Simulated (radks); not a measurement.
Xe3.5+, configuration [Kr] 4d10 5s2 5p(up 2, down 0.5) (fractional occupations, a model configuration). All-electron calculation, scalar-relativistic Kohn-Sham, BLYP, spin-polarised, spherical densities, finite nucleus; Fermi nuclear charge, rms radius 4.7859 fm. Program: a radial shooting solver on a logarithmic mesh with Libxc functionals.

Unscreened Slater integrals over Kohn-Sham orbitals (eV). They are taken over the spin-up orbitals.

integral    value
F0(5p,5p)  12.405
F2(5p,5p)  6.7679
F0(5p,5s)  13.168
G1(5p,5s)  8.8766
F0(5p,4d)  15.357
F2(5p,4d)  4.5336
G1(5p,4d)  1.4104
G3(5p,4d)  1.3390
F0(5s,5s)  14.150
F0(5s,4d)  17.174
G2(5s,4d)  2.1302
F0(4d,4d)  28.127
F2(4d,4d)  14.272
F4(4d,4d)  9.4929

Derived for the open shells (J is the average intra-shell exchange parameter used in DFT+U). 5p: J = F2/5 = 1.354 eV.
